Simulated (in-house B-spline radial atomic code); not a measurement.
RPA and G0W0 on Hartree-Fock: Zr7+

Configuration [Ar] 3d10 4s2 4p3, highest spin, mean-field start Hartree-Fock. Computed with an all-electron radial atomic-structure program (B-spline basis): all electrons, scalar-relativistic (spin-free one-electron X2C), finite nucleus, each spin shell either full or empty, empty states to l = 9 with an (l + 1/2)⁻⁴ tail; G0W0 by contour deformation at full frequency.

Command:
```bash
python run_gw.py task.json out
```
Settings (radii: box in bohr, nucleus in fm):
```
Z                        40
electrons                33
configuration            [Ar] 3d10 4s2 4p3
hamiltonian              x2c
method                   hf
lmax                     9
rms_radius               4.2694
spin_polarised           True
box_radius               8.41
intervals                66
```

Run time, properties included: 5.4 s on 1 thread of Arm Neoverse N1, on a shared host.

Energies (hartree):

```json
{"term": "mean-field total", "value": "-3583.00741"}
{"term": "Hartree-Fock functional on these orbitals", "value": "-3583.00741"}
{"term": "direct second order", "value": "-2.5692"}
{"term": "second-order exchange", "value": "0.75633"}
{"term": "SOSEX correction", "value": "0.71669"}
```

What is the RPA correlation energy, and what remains with SOSEX?

RPA gives -2.3393 hartree (-1.93 eV per electron); RPA + SOSEX gives -1.6226, and the second-order doubles (MP2) -1.8128 hartree. RPA lacks exchange-type terms and so overcorrelates at short range.

Quasi-particle levels (eV):

```
  level  occupied  mean field  Σx - vxc     Σc  QP weight     G0W0
  4p up       yes     -134.93      0.00      ?          ?        ?
4s down       yes     -151.17      0.00  -2.84      0.977  -154.01
  4s up       yes     -165.52      0.00   3.68      0.865  -161.84
3d down       yes     -305.43      0.00   3.53      0.939  -301.90
4p down        no     -110.81      0.00  -2.44      0.977  -113.25
```

G0W0 = mean field + (Σx - vxc) + Σc, with Σc (partial-wave tail included) taken at the quasi-particle energy. Only the outer levels were computed.

Where does G0W0 put 4p up?

At -135.68 eV, with Σc = -0.75 eV and a quasi-particle weight of 0.978. The tabulated removal energy is 133.7 ± 0.5 eV (NIST, semi-empirical); the calculation leaves out spin-orbit coupling, Breit and QED terms, and what these don't explain is the method's own error.
